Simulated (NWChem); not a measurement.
System: C$_{3}$H$_{5}$F$_{3}$; SMILES C[C@@H](F)C(F)F

NWChem input:

```
start job
memory heap 200 mb stack 900 mb global 1100 mb
geometry units angstroms
  C     -2.005081     0.337820    -0.041713
  C     -0.618354     0.328798     0.580301
  F     -0.428823    -0.848391     1.262733
  C      0.473925     0.471517    -0.488980
  F      1.703462     0.512669     0.068438
  F      0.464907    -0.571350    -1.345212
  H     -2.080254    -0.453466    -0.784027
  H     -2.747624     0.162177     0.731898
  H     -2.198919     1.296736    -0.512805
  H     -0.485985     1.134976     1.314289
  H      0.338268     1.394632    -1.075811
end
basis spherical
  * library 6-31g*
end
dft
  xc b3lyp
  iterations 150
end
driver
  maxiter 120
end
task dft optimize
task dft freq
```

NWChem printed, in part:

```
             Northwest Computational Chemistry Package (NWChem) 7.3.0
             --------------------------------------------------------

 C1  symmetry detected

                             Geometry "geometry" -> ""
                             -------------------------

 Output coordinates in angstroms (scale by  1.889725989 to convert to a.u.)

  No.       Tag          Charge          X              Y              Z
 ---- ---------------- ---------- -------------- -------------- --------------
    1 C                    6.0000    -0.75522629    -1.74426215     0.38600511
    2 C                    6.0000     0.32572876    -0.67591163     0.37343778
    3 F                    9.0000     1.12556353    -0.84489258    -0.73069951
    4 C                    6.0000    -0.28260850     0.73326607     0.34264867
    5 F                    9.0000     0.67722693     1.68269697     0.38094322
    6 F                    9.0000    -0.99416914     0.93853987    -0.78532751
    7 H                    1.0000    -1.40589876    -1.61914018    -0.47642426
    8 H                    1.0000    -0.29179934    -2.72570089     0.33396669
    9 H                    1.0000    -1.34234168    -1.67348724     1.29666815
   10 H                    1.0000     0.98817652    -0.74355162     1.24680523
   11 H                    1.0000    -0.95309234     0.89622790     1.20218902

 Effective nuclear repulsion energy (a.u.)     266.4940496869

                                Z-matrix (autoz)
                                --------

 Units are Angstrom for bonds and degrees for angles

      Type          Name      I     J     K     L     M      Value
      ----------- --------  ----- ----- ----- ----- ----- ----------
    1 Stretch                  1     2                       1.51987
    2 Stretch                  1     7                       1.08757
    3 Stretch                  1     8                       1.08660
    4 Stretch                  1     9                       1.08583
    5 Stretch                  2     3                       1.37383
    6 Stretch                  2     4                       1.53519
    7 Stretch                  2    10                       1.09826
    8 Stretch                  4     5                       1.35062
    9 Stretch                  4     6                       1.34937
   10 Stretch                  4    11                       1.10223
   11 Bend                     1     2     3               109.52704
   12 Bend                     1     2     4               111.31924
   13 Bend                     1     2    10               112.27936
   14 Bend                     2     1     7               109.75996
   15 Bend                     2     1     8               109.33985
   16 Bend                     2     1     9               110.22322
   17 Bend                     2     4     5               111.28961
   18 Bend                     2     4     6               111.43008
   19 Bend                     2     4    11               111.16880
   20 Bend                     3     2     4               109.11629
   21 Bend                     3     2    10               106.28264
   22 Bend                     4     2    10               108.14953
   23 Bend                     5     4     6               106.94880
   24 Bend                     5     4    11               107.83358
   25 Bend                     6     4    11               107.97547
   26 Bend                     7     1     8               108.72936
   27 Bend                     7     1     9               109.51592
   28 Bend                     8     1     9               109.24732
   29 Torsion                  1     2     4     5         177.74762
   30 Torsion                  1     2     4     6         -62.97403
   31 Torsion                  1     2     4    11          57.52450
   32 Torsion                  3     2     1     7         -64.07001
   33 Torsion                  3     2     1     8          55.11787
   34 Torsion                  3     2     1     9         175.22431
   35 Torsion                  3     2     4     5         -61.25402
   36 Torsion                  3     2     4     6          58.02433
   37 Torsion                  3     2     4    11         178.52285
   38 Torsion                  4     2     1     7          56.68750
   39 Torsion                  4     2     1     8         175.87537
   40 Torsion                  4     2     1     9         -64.01819
   41 Torsion                  5     4     2    10          53.95324
   42 Torsion                  6     4     2    10         173.23159
   43 Torsion                  7     1     2    10         178.10389
   44 Torsion                  8     1     2    10         -62.70824
   45 Torsion                  9     1     2    10          57.39821
   46 Torsion                 10     2     4    11         -66.26988

                           NWChem Geometry Optimization
                           ----------------------------

 maximum gradient threshold         (gmax) =   0.000450
 rms gradient threshold             (grms) =   0.000300
 maximum cartesian step threshold   (xmax) =   0.001800
 rms cartesian step threshold       (xrms) =   0.001200
 fixed trust radius                (trust) =   0.300000
 source of zmatrix                         =   autoz

          -------------------
          Energy Minimization
          -------------------

 Using diagonal initial Hessian
 Scaling for Hessian diagonals: bonds = 1.00  angles = 0.25  torsions = 0.10

          --------
          Step   0

                                 NWChem DFT Module
                                 -----------------

 Summary of "ao basis" -> "ao basis" (spherical)
 ------------------------------------------------------------------------------
       Tag                 Description            Shells   Functions and Types
 ---------------- ------------------------------  ------  ---------------------
 C                           6-31g*                  6       14   3s2p1d
 F                           6-31g*                  6       14   3s2p1d
 H                           6-31g*                  2        2   2s

            General Information
            -------------------
          SCF calculation type: DFT
          Wavefunction type:  closed shell.
          No. of atoms     :    11
          No. of electrons :    50
           Alpha electrons :    25
            Beta electrons :    25
          Charge           :     0
          Spin multiplicity:     1
          Use of symmetry is: off; symmetry adaption is: off
          Maximum number of iterations: 150
          AO basis - number of functions:    94
                     number of shells:    46
          Convergence on energy requested:  1.00D-06
          Convergence on density requested:  1.00D-05
          Convergence on gradient requested:  5.00D-04

              XC Information
              --------------
                         B3LYP Method XC Potential
                     Hartree-Fock (Exact) Exchange  0.200
                        Slater Exchange Functional  0.800 local
                    Becke 1988 Exchange Functional  0.720 non-local
              Lee-Yang-Parr Correlation Functional  0.810
                  VWN I RPA Correlation Functional  0.190 local

[...]

      ----------------------
      Optimization converged
      ----------------------

  Step       Energy      Delta E   Gmax     Grms     Xrms     Xmax
  ---- ---------------- -------- -------- -------- -------- --------
@    8    -416.83632167 -7.4D-07  0.00010  0.00003  0.00074  0.00171
                                     ok       ok       ok       ok

                                Z-matrix (autoz)
                                --------

 Units are Angstrom for bonds and degrees for angles

      Type          Name      I     J     K     L     M      Value     Gradient
      ----------- --------  ----- ----- ----- ----- ----- ---------- ----------
    1 Stretch                  1     2                       1.51838   -0.00005
    2 Stretch                  1     7                       1.09343   -0.00003
    3 Stretch                  1     8                       1.09337   -0.00002
    4 Stretch                  1     9                       1.09592   -0.00002
    5 Stretch                  2     3                       1.38954    0.00010
    6 Stretch                  2     4                       1.52263   -0.00008
    7 Stretch                  2    10                       1.09808    0.00003
    8 Stretch                  4     5                       1.36257    0.00003
    9 Stretch                  4     6                       1.36502   -0.00004
   10 Stretch                  4    11                       1.09744    0.00003
   11 Bend                     1     2     3               109.27749    0.00000
   12 Bend                     1     2     4               112.79523   -0.00000
   13 Bend                     1     2    10               111.38161    0.00002
   14 Bend                     2     1     7               109.94901    0.00001
   15 Bend                     2     1     8               109.69849   -0.00001
   16 Bend                     2     1     9               111.04898   -0.00000
   17 Bend                     2     4     5               109.75513    0.00001
   18 Bend                     2     4     6               110.18234    0.00001
   19 Bend                     2     4    11               111.90126    0.00000
   20 Bend                     3     2     4               107.84120    0.00001
   21 Bend                     3     2    10               107.75710   -0.00002
   22 Bend                     4     2    10               107.60314   -0.00001
   23 Bend                     5     4     6               108.12604   -0.00000
   24 Bend                     5     4    11               108.47042   -0.00001
   25 Bend                     6     4    11               108.30809   -0.00001
   26 Bend                     7     1     8               108.96559    0.00003
   27 Bend                     7     1     9               108.77656   -0.00000
   28 Bend                     8     1     9               108.35636   -0.00002
   29 Torsion                  1     2     4     5        -177.99443    0.00000
   30 Torsion                  1     2     4     6         -59.03440    0.00001
   31 Torsion                  1     2     4    11          61.52850    0.00001
   32 Torsion                  3     2     1     7         -62.11219   -0.00003
   33 Torsion                  3     2     1     8          57.70179    0.00000
   34 Torsion                  3     2     1     9         177.45072   -0.00003
   35 Torsion                  3     2     4     5         -57.23256    0.00001
   36 Torsion                  3     2     4     6          61.72747    0.00002
   37 Torsion                  3     2     4    11        -177.70963    0.00001
   38 Torsion                  4     2     1     7          57.82606   -0.00002
   39 Torsion                  4     2     1     8         177.64004    0.00001
   40 Torsion                  4     2     1     9         -62.61103   -0.00002
   41 Torsion                  5     4     2    10          58.75962   -0.00001
   42 Torsion                  6     4     2    10         177.71966   -0.00000
   43 Torsion                  7     1     2    10         178.94623   -0.00002
   44 Torsion                  8     1     2    10         -61.23978    0.00001
   45 Torsion                  9     1     2    10          58.50915   -0.00002
   46 Torsion                 10     2     4    11         -61.71744   -0.00001

                         Geometry "geometry" -> "geometry"
                         ---------------------------------

 Output coordinates in angstroms (scale by  1.889725989 to convert to a.u.)

[...]

 Rotational Constants
 --------------------
 A=   0.165035 cm-1  (  0.237443 K)
 B=   0.095778 cm-1  (  0.137800 K)
 C=   0.079510 cm-1  (  0.114394 K)

 Temperature                      =   298.15K
 frequency scaling parameter      =   1.0000

 Zero-Point correction to Energy  =   51.440 kcal/mol  (  0.081975 au)
 Thermal correction to Energy     =   55.369 kcal/mol  (  0.088236 au)
 Thermal correction to Enthalpy   =   55.961 kcal/mol  (  0.089180 au)

 Total Entropy                    =   78.936 cal/mol-K
   - Translational                =   39.641 cal/mol-K (mol. weight =  98.0343)
   - Rotational                   =   26.642 cal/mol-K (symmetry #  =        1)
   - Vibrational                  =   12.653 cal/mol-K

 Cv (constant volume heat capacity) =   20.959 cal/mol-K
   - Translational                  =    2.979 cal/mol-K
   - Rotational                     =    2.979 cal/mol-K
   - Vibrational                    =   15.000 cal/mol-K

[normal modes left out]

 ----------------------------------------------------------------------------
 Normal Eigenvalue ||           Projected Infra Red Intensities
  Mode   [cm**-1]  || [atomic units] [(debye/angs)**2] [(KM/mol)] [arbitrary]
 ------ ---------- || -------------- ----------------- ---------- -----------
    1       -0.000 ||    0.000364           0.008         0.355       0.180
    2       -0.000 ||    0.000165           0.004         0.160       0.081
    3       -0.000 ||    0.000697           0.016         0.680       0.344
    4       -0.000 ||    0.001837           0.042         1.791       0.907
    5       -0.000 ||    0.000902           0.021         0.879       0.445
    6        0.000 ||    0.001416           0.033         1.380       0.699
    7       80.646 ||    0.000153           0.004         0.149       0.076
    8      224.210 ||    0.001122           0.026         1.094       0.554
    9      237.026 ||    0.000588           0.014         0.573       0.290
   10      253.035 ||    0.000784           0.018         0.764       0.387
   11      359.163 ||    0.000844           0.019         0.823       0.417
   12      480.148 ||    0.016190           0.374        15.783       7.995
   13      549.317 ||    0.002855           0.066         2.784       1.410
   14      732.218 ||    0.021798           0.503        21.249      10.764
   15      851.291 ||    0.047583           1.098        46.386      23.496
   16      939.672 ||    0.001849           0.043         1.802       0.913
   17     1033.004 ||    0.057367           1.324        55.924      28.328
   18     1121.552 ||    0.086288           1.991        84.118      42.609
   19     1146.760 ||    0.058577           1.351        57.103      28.925
   20     1161.079 ||    0.051334           1.184        50.043      25.349
   21     1212.985 ||    0.080511           1.857        78.486      39.756
   22     1356.300 ||    0.014126           0.326        13.771       6.975
   23     1397.562 ||    0.013277           0.306        12.943       6.556
   24     1430.710 ||    0.036129           0.834        35.221      17.841
   25     1442.615 ||    0.031554           0.728        30.760      15.581
   26     1446.984 ||    0.003643           0.084         3.552       1.799
   27     1518.322 ||    0.006602           0.152         6.436       3.260
   28     1530.452 ||    0.003609           0.083         3.518       1.782
   29     3057.486 ||    0.025551           0.589        24.909      12.617
   30     3065.864 ||    0.007229           0.167         7.048       3.570
   31     3075.994 ||    0.060624           1.399        59.099      29.936
   32     3137.821 ||    0.019945           0.460        19.444       9.849
   33     3157.790 ||    0.012775           0.295        12.454       6.308
 ----------------------------------------------------------------------------
```

Level: B3LYP/6-31G* (spherical d).
